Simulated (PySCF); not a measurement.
B3LYP has the VWN-RPA correlation part, as in Gaussian. Delta-SCF ions had no search for a lower state. Excitations are Tamm–Dancoff values on a coarser integration grid. The basis has no diffuse functions, so Rydberg states are missing or too high.

Z-matrix (Å, degrees):
```
C
C 1 1.3260
H 2 1.0816 1 121.32
H 2 1.0827 3 117.14 1 -178.92
H 1 1.0869 2 119.81 3 -0.11
C 1 1.4994 5 114.77 2 -179.66
H 6 1.0940 1 109.59 5 -67.10
H 6 1.0995 7 106.33 1 -117.66
O 6 1.4160 7 105.76 8 -118.03
H 9 0.9641 6 108.24 7 -179.45
```
Charge 0, spin multiplicity 1.

Problem. What is the computed LUMO, S1–T1 gap (TDA), dipole moment, vertical ionisation energy (Delta-SCF) and S1 excitation (TDA) (B3LYP-D3(BJ)/def2-TZVP (PySCF))?

Solution. 
```yaml
LUMO: -0.01 eV
S1–T1 gap (TDA): 2.23 eV
dipole_moment: 1.51 D
vertical ionisation energy (Delta-SCF): 9.79 eV
S1 excitation (TDA): 6.77 eV
```
